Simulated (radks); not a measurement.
Species: Ir3.25+. Configuration: [Xe] 4f14 5d(up 3, down 2.75) (fractional occupations, a model configuration). All-electron calculation, scalar-relativistic Kohn-Sham, SCAN, spin-polarised, spherical densities, finite nucleus; meta-GGA in the generalised Kohn-Sham scheme; Fermi nuclear charge, rms radius 5.4032 fm. Program: a radial shooting solver on a logarithmic mesh with Libxc functionals.

X-ray form factor f0, the Fourier transform of the density (f0(0) = 73.75):

| sin(theta)/lambda (1/angstrom) | f0 (electrons) |
|---|---|
| 0.05 | 73.095 |
| 0.1 | 71.236 |
| 0.15 | 68.455 |
| 0.2 | 65.106 |
| 0.25 | 61.516 |
| 0.3 | 57.933 |
| 0.4 | 51.315 |
| 0.5 | 45.679 |
| 0.6 | 40.924 |
| 0.8 | 33.259 |
| 1 | 27.301 |
| 1.25 | 21.843 |
| 1.5 | 18.272 |
| 2 | 14.348 |
